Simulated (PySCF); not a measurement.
Levels of Sb²⁰⁺ from EOM-EA-GCCSD

Reference: closed-shell Sb²¹⁺, [Ar] 3d10 4s2; one electron is added. Calculated with PySCF 2.14, two-component X2C-1e with screened spin-orbit coupling, an even-tempered Gaussian basis (20 s from 0.57 bohr⁻², ratio 2.6; 15 p from 0.74 bohr⁻², ratio 2.6; 10 d from 0.74 bohr⁻², ratio 2.6; 6 f from 0.76 bohr⁻², ratio 2.8); frozen [Ar]; the 94 highest virtual spinors dropped; of the others 70 kept and the rest restored at second order. No Breit or QED terms. Binding energies in eV.

```csv
level,Koopmans
4p1/2,583.58
4p3/2,570.87
```

**Question.** How does correlation move these levels?

**Answer.** 4p1/2: second order 585.13, EOM-CCSD 584.94; 4p3/2: second order 572.46, EOM-CCSD 572.33.

For comparison, the ionisation energy of Sb²⁰⁺ is 584 ± 4 eV (theoretical estimate listed by NIST; NIST Atomic Spectra Database, ionization energies).
